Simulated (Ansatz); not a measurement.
Ansatz (an electronic-structure program) input:

Ansatz 0.2 input:
```yaml
crystal:
  periodic: [false, false, false]
  atoms:
    - {symbol: Zn, position_ang: [-0.35662410, -0.64163584, -0.28468032]}
    - {symbol: S, position_ang: [0.57711211, 1.17392582, 0.45907469]}
    - {symbol: H, position_ang: [1.46492907, 0.46626226, 1.19521433]}
basis:
  gaussian:
    orbitals: def2-SVPD
magnetization: {spin_polarized: true, initial_magnetization: 1}
correlation: {method: ccsd_t, electrons: outside_noble_gas}
```

**Question.** Which total energy does the run end on?

**Answer.** -2176.00874 Eh (CCSD(T)/def2-SVPD). The basis has 69 functions.

This state (charge 0, doublet) is run at the relaxed geometry of the species with charge 1 and multiplicity 1.
